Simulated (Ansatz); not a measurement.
CH$_{4}$AlFS, SMILES `[CH3][Al]([F])[SH]`, 8 atoms. Total charge 0; spin multiplicity 1. All runs use 2 threads of a server CPU on a shared host. Correlated methods freeze the cores.

Question: Give the basis size and wall time and peak host memory of each of these runs in Ansatz. RKS ωB97M-V/def2-QZVPP energy; RKS r2SCANh-D4/def2-TZVPP energy; RKS ωB97M-V/def2-TZVPP energy and forces; RKS PBE0-D4/def2-TZVP frequencies; RHF-MP2/def2-QZVPP energy; RKS PBE0-D4/def2-SVP energy; RKS PBE0-D4/def2-QZVPP energy; RKS PBE0-D4/def2-TZVPP energy; RKS revPBE-D4/def2-TZVPP energy; RKS PBE0-D4/def2-TZVP relaxation (30 steps); RHF-CCSD(T)/def2-SVP energy; RHF-CCSD(T)/def2-TZVPP energy. (An estimate is asked.)

Answer: Computed: Other jobs shared the machine, so times are rough.

```tsv
level	job	functions	wall time	peak host memory (GiB)
RKS PBE0-D4/def2-SVP	energy	84	1.1 s	0.16
RKS revPBE-D4/def2-TZVPP	energy	202	1.6 s	0.24
RHF-CCSD(T)/def2-SVP	energy	84	1.9 s	0.25
RKS PBE0-D4/def2-TZVPP	energy	202	2.3 s	0.42
RKS r2SCANh-D4/def2-TZVPP	energy	202	3.6 s	0.44
RKS PBE0-D4/def2-QZVPP	energy	374	6.5 s	1.1
RKS ωB97M-V/def2-TZVPP	energy and forces	202	8 s	0.59
RKS ωB97M-V/def2-QZVPP	energy	374	13 s	1.3
RHF-MP2/def2-QZVPP	energy	374	14 s	1.5
RHF-CCSD(T)/def2-TZVPP	energy	202	39 s	2.4
RKS PBE0-D4/def2-TZVP	relaxation (30 steps)	160	74 s	0.35
RKS PBE0-D4/def2-TZVP	frequencies	160	75 s	0.35
```
